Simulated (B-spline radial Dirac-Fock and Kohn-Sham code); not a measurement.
# Atomic SCF run for Cs⁺

ΔSCF core binding energies without Breit or QED terms, calculated with a radial B-spline solver. Keys: rel is the Hamiltonian (dirac, or spin-free x2c and nr, where L3 and M5 stand for the whole 2p and 3d shells), method is hf or an exchange,correlation pair (spin-unpolarised, also for the hole states), nuc the nuclear model, radius_factor scales its radius, rmax is the box in bohr, h the logarithmic mesh step, order the B-spline order, points the quadrature points per cell, c_factor scales the speed of light, and damp, ndamp, maxit and tol steer the iteration. The run stops when the commutator error falls below 10·tol·max(1, Z/10), or the numerical noise floor, and the energy has settled to about 1e-8 Ha; the virial ratio is −V/T.

Input (task.json):

```json
{"items": [{"Z": 55, "q": 1, "cfg": [[1, 0, 2], [2, 0, 2], [2, 1, 6], [3, 0, 2], [3, 1, 6], [3, 2, 10], [4, 0, 2], [4, 1, 6], [4, 2, 10], [5, 0, 2], [5, 1, 6]], "A": 133, "rrms": 4.8041, "do": "settings", "holes": ["K", "L3", "M5"],
  "settings": [{"rel": "dirac", "method": "hf", "nuc": "fermi", "radius_factor": 1.0, "rmax": 45.0, "h": 0.3, "order": 4, "points": 10, "c_factor": 1.0, "maxit": 80, "damp": 0.5, "ndamp": 3, "tol": 1e-08}]}]}
```

Command: `python xray2_run.py task.json out`

Ground-state iterations:

```
iter   energy (Ha)        error
   1    -7781.27294890  1.88e+00
   2    -7785.22469707  2.78e-01
   3    -7786.51369078  6.67e-02
   4    -7786.60017492  2.41e-02
   5    -7786.60719949  9.14e-03
   6    -7786.60846269  7.54e-04
   7    -7786.60847876  3.03e-04
   8    -7786.60848034  3.35e-05
   9    -7786.60848035  3.06e-06
  10    -7786.60848035  2.77e-07
```

The ground state converged in 10 iterations, with total energy -7786.60848 Ha, virial ratio 1.93907 and highest orbital energy -22.87 eV. ΔSCF binding energies: K (1s) 36125.6 eV, L3 (2p3/2) 5034.1 eV, M5 (3d5/2) 738.2 eV.

Problem. One setting is unsound. Which, and why?

Solution. order is too low for an accurate radial basis. With the default settings (Dirac Hartree-Fock): The ground state converged in 10 iterations, with total energy -7786.64635 Ha, virial ratio 1.93907 and highest orbital energy -22.87 eV. ΔSCF binding energies: K (1s) 36125.6 eV, L3 (2p3/2) 5034.1 eV, M5 (3d5/2) 738.1 eV.
